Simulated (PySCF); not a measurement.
Electron correlation in S²⁺ (sulfur, charge +2)

[Ne] 3s2 3p2, high-spin 3P determinant. All numbers are calculated (PySCF 2.14, no relativity, point nucleus, in def2-TZVPPD). Frozen: 1s2; 12 electrons correlated.

MP2 pair energies summed by pair of shells (mhartree):

```json
{"pair": "2p-2p", "energy": "-100.26", "share (%)": "45.0"}
{"pair": "3s-3p", "energy": "-42.38", "share (%)": "19.0"}
{"pair": "2s-2p", "energy": "-18.14", "share (%)": "8.1"}
{"pair": "3s-3s", "energy": "-17.96", "share (%)": "8.1"}
{"pair": "2p-3s", "energy": "-16.67", "share (%)": "7.5"}
{"pair": "2p-3p", "energy": "-12.21", "share (%)": "5.5"}
{"pair": "3p-3p", "energy": "-7.16", "share (%)": "3.2"}
{"pair": "2s-2s", "energy": "-4.49", "share (%)": "2.0"}
{"pair": "2s-3s", "energy": "-1.89", "share (%)": "0.8"}
{"pair": "2s-3p", "energy": "-1.77", "share (%)": "0.8"}
```

Total MP2 correlation energy: -222.92 mhartree.

Same-spin part -58.97 and opposite-spin part -163.96 mhartree; SCS-MP2 scales them by 1/3 and 6/5 to -216.40 mhartree.

This basis was not built for core-valence correlation, so the inner-shell part is incomplete.
